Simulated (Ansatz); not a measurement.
`BCC(C)C` + H₂ → `CC(C)C` + BH₃ at 700 K and 1 bar (hydrogenolysis of a C–B bond).

Computed with Ansatz on PBE0-D4/def2-TZVP structures; ΔE is electronic, products minus reactants. CBS: MP2 limit from def2 TZ/QZ plus the TZ coupled-cluster correction, frozen cores. This one scheme is used for every species. One conformer a species, not always the lowest.

| species | CCSD(T)/CBS energy (Eh) | H − E (kJ/mol) | S (J/(mol·K)) |
| --- | --- | --- | --- |
| `BCC(C)C` | -183.61500 | 463.2 | 480.7 |
| H₂ | -1.17544 | 46.8 | 155.3 |
| `CC(C)C` | -158.24397 | 420.1 | 408.8 |
| BH₃ | -26.55200 | 96.5 | 225.0 |

H − E and S are ideal-gas, rigid-rotor, harmonic terms from PBE0-D4/def2-TZVP, for one conformer and one mirror image of each species. The MP2-based limit puts H₂ 0.8 mEh under its directly extrapolated value; such offsets cancel only in part. 1 Eh = 2625.50 kJ/mol, R = 8.31446 J/(mol·K).

By hand: ΔE, ΔH, ΔS and ΔG.

ΔE = (-158.24397) + (-26.55200) − (-183.61500) − (-1.17544) = -0.00553 Eh = -14.5 kJ/mol. Δ(H − E) = 420.1 + 96.5 − 463.2 − 46.8 = 6.6, so ΔH = -7.9 kJ/mol. ΔS = 408.8 + 225.0 − 480.7 − 155.3 = -2.2 J/(mol·K). ΔG = -7.9 − 700 × (-2.2)/1000 = -6.4 kJ/mol.

By hand: the equilibrium constant, and the temperature at which ΔG would vanish if ΔH and ΔS stayed fixed.

log₁₀ K = −ΔG/(RT ln 10) = 0.5. ΔG = 0 at ΔH/ΔS = 3591 K, far beyond where these terms or the molecules hold.

The number of gas molecules stays the same, so ΔS is small and ΔH decides. A doubt of 5 kJ/mol in ΔE shifts log₁₀ K by 0.4 here. Other conformers and mirror images would add mixing entropy, several J/(mol·K) or more a flexible species. These are equilibria of isolated gas molecules and say nothing of rates. Largest T1 diagnostic: 0.009 (customary marks: 0.02 for closed shells, 0.045 for open ones).
